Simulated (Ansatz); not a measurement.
Cost and result up the ladder for Sr4 (4 atoms). The state is a singlet with charge 0. Geometry: PBE0/def2-TZVP.

Cartesian coordinates in Å:
```
Sr -1.316 0.565 2.097
Sr 0.291 2.092 -1.411
Sr 2.278 -0.905 0.661
Sr -1.253 -1.751 -1.347
```

Ansatz on 4 threads of Arm Neoverse N1 on a shared host. Times are rough, and most runs start from the orbitals of an earlier one. No level here is sound enough to serve as a yardstick. Binding counts from free atoms at the same level (Sr singlet; other spins of the atoms weren't run), without zero-point energy or a counterpoise term.

In the def2 sets Sr takes a core potential; there is no spin–orbit coupling. Correlated methods freeze no core orbitals; core or outer-core shells of Sr are correlated, in sets that lack core-valence functions. The structure comes from a short search, and lower isomers may exist.

Correlated methods converge slowly with the basis.

| level | functions | wall time | binding energy per atom (eV) | remarks |
| --- | --- | --- | --- | --- |
| PBE0/def2-TZVP | 132 | 2.3 s | 0.45 | restricted SCF unstable in HF |
| PBE/def2-TZVP (with forces) | 132 | 3.1 s | 0.49 | restricted SCF unstable in HF |
| r2SCAN/def2-TZVP | 132 | 6.5 s | 0.53 | restricted SCF unstable in HF |
| ωB97X-V/def2-TZVP | 132 | 14 s | 0.35 | restricted SCF unstable in HF |
| ωB97M-V/def2-TZVP | 132 | 15 s | 0.30 | restricted SCF unstable in HF |
| CCSD(T)/def2-TZVPP | 160 | 95 s | 0.29 | restricted SCF unstable |
